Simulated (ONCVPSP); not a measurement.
# What the settings do to the ONCV potential of rhodium (Rh)

Base potential:

rhodium (Rh), optimised norm-conserving Vanderbilt (ONCV), made with ONCVPSP 4.0.1 (PBE, scalar-relativistic). Core [Kr], reference 4d8 5p1. Waves: s scattering state at 0.22 Ha: rc 3.25 bohr, ncon 5, nbas 8, qcut 2.4 1/bohr, 3 projectors, debl 0.6 Ha; 5p: rc 4.00 bohr, ncon 3, nbas 6, qcut 2.4 1/bohr, 2 projectors, debl 0.7 Ha; 4d: rc 1.75 bohr, ncon 3, nbas 8, qcut 8.3 1/bohr, 2 projectors, debl 1.5 Ha. Local part: polynomial inside 1.55 bohr (lpopt 4, dvloc0 3 Ha). Core correction: Teter function, fcfact 5.5, rcfact 1.55.

In the s channel the program set the typed energies aside and used 0.050, 0.650, 1.250 Ha.

All-electron outer shells of the reference configuration (PBE, scalar-relativistic, ld1.x):

```
shell  level (eV)  outermost node (bohr)  outermost maximum (bohr)
   4p      -52.19                   0.47                      0.94
   4d       -7.65                   0.46                      1.14
   5p       -1.71                   1.35                      3.69
```

Cutoffs, loose and tight: the cutoffs (Ha) at which the residual kinetic energy of the hardest occupied pseudo-wave falls to 1 and 0.1 mHa per electron. They do not see the model core or the augmentation charge, which bear on the density cutoff. Test errors are all-electron minus pseudo excitation energies from the reference, over the configurations 4d8 5s1 5p0; 4d8 5p0; 4d7 5p0; 4d6 5p0. A dash means not determined; rows that change the core or the reference have their own tests. The largest error is taken over the tests solved by every variant that gives reliable tests at all: 4d7 5p0; 4d8 5p0; 4d8 5s1 5p0.

| change | outcome | cutoff, loose | cutoff, tight | bound ghosts | GHOST(+) flags above zero | largest test error (meV) |
| --- | --- | --- | --- | --- | --- | --- |
| base | generated, projector energies reset by the program | 24 Ha | 28 Ha | none | s | -154 |
| p: ncon 5, nbas 8 | generated, projector energies reset by the program | 24 Ha | 28 Ha | none | s | -135 |
| local potential polynomial inside 1.55 bohr (lpopt 4, dvloc0 10 Ha) | generated, projector energies reset by the program | 24 Ha | 28 Ha | none | none | -154 |
| p: nbas 7 | generated, projector energies reset by the program | 24 Ha | 28 Ha | none | s | -155 |
| p: qcut 3.6 | generated, projector energies reset by the program | 24 Ha | 28 Ha | none | s | -128 |
| s: qcut 2; p: qcut 2; d: qcut 6.9 | generated, projector energies reset by the program | 20 Ha | 24 Ha | none | s | -152 |

Q: What comes out with this change to the base: core correction Teter function, fcfact 3.3, rcfact 1.55?

A: outcome: generated, projector energies reset by the program; cutoff, loose: 24 Ha; cutoff, tight: 28 Ha; bound ghosts: none; GHOST(+) flags above zero: s; largest test error (meV): -110.

Q: What comes out with this change to the base: reference 4d8 5s1; waves 5s: rc 3.25 bohr, ncon 5, nbas 8, qcut 2.4 1/bohr, 3 projectors, debl 0.6 Ha; p scattering state at 0.27 Ha: rc 4.00 bohr, ncon 3, nbas 6, qcut 2.4 1/bohr, 2 projectors, debl 0.7 Ha?

A: outcome: generated, projector energies reset by the program; cutoff, loose: 24 Ha; cutoff, tight: 28 Ha; bound ghosts: none; GHOST(+) flags above zero: s; largest test error (meV): -664.

Q: What comes out with this change to the base: d: rc 2.54?

A: outcome: generated, projector energies reset by the program; cutoff, loose: 18 Ha; cutoff, tight: 22 Ha; bound ghosts: none; GHOST(+) flags above zero: s; largest test error (meV): -125.
